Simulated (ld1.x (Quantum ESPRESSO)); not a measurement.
Logarithmic derivatives: hafnium, TM semilocal

ld1.x (Quantum ESPRESSO) 7.5 input, shortened:

```
&input
   title='Hf', zed=72., rel=1, dft='PBESOL', iswitch=3,
   config='[Xe] 4f14 5d3 6s1 6p0'
 /
 &inputp
   pseudotype=1, tm=.true., lloc=1,
   nlcc=.true.
 /
3
5S  1  0   2.00   0.00  1.15  1.15  0.0
5D  3  2   3.00   0.00  1.65  1.65  0.0
5P  2  1   6.00   0.00  2.15  2.15  0.0
 &test
   configts(1)='5s2 5p6 5d3 6s1 6p0'
 /
```

Occupied shells without a wave of their own: 6s. They enter only through the test configuration that unscreens the potential, and ld1.x also counts them in the model core charge.

The phase is arctan(r·u′/u) with u = r·R(r), unwrapped; energies in Ry, scanned from -7 to 5 Ry. A pole is an energy at which the radial function vanishes at the test radius. The pseudo phase is shifted by a multiple of π to meet the all-electron one at the reference energy, and phase errors are pseudo minus all-electron; the curves can meet again beyond the range given. Levels narrower than the energy grid can be missing from the lists of poles.

| channel | radius (bohr) | reference energy (Ry) | poles, all-electron | poles, pseudo | unbroken range about the reference energy with phases within 0.05 rad | phase error 1 Ry above the reference energy (rad) |
| --- | --- | --- | --- | --- | --- | --- |
| s | 2.35 | -4.82 | -4.71, 4.51 | -4.71, 4.31 | below 0.3 | -0.000 |
| p | 2.35 | -2.52 | -2.19 | -2.19 | below 0.3 | -0.005 |
| d | 2.35 | -0.15 | 1.22 | 1.22 | below 4.2 | -0.001 |

ld1.x takes every shell without a wave as core, so the model core holds the 6s electrons as well and exchange and correlation see them twice. This cancels in the reference configuration, but the file is broken for other ones, and its errors say nothing about a proper core correction.

Phases in the s channel:

```csv
E (Ry),all-electron,pseudo
-7.00,1.381,1.381
-6.48,1.366,1.366
-5.96,1.343,1.343
-5.44,1.288,1.288
-4.92,-0.324,-0.327
-4.40,-1.703,-1.703
-3.88,-1.763,-1.763
-3.36,-1.798,-1.798
-2.84,-1.831,-1.832
-2.32,-1.871,-1.872
-1.80,-1.924,-1.925
-1.28,-2.002,-2.005
-0.76,-2.132,-2.139
-0.24,-2.388,-2.406
0.28,-2.952,-3.002
0.80,-3.748,-3.800
1.32,-4.202,-4.231
1.84,-4.410,-4.428
2.36,-4.522,-4.536
2.88,-4.592,-4.604
3.40,-4.641,-4.652
3.92,-4.678,-4.689
4.44,-4.708,-4.720
4.96,-4.735,-4.747
```
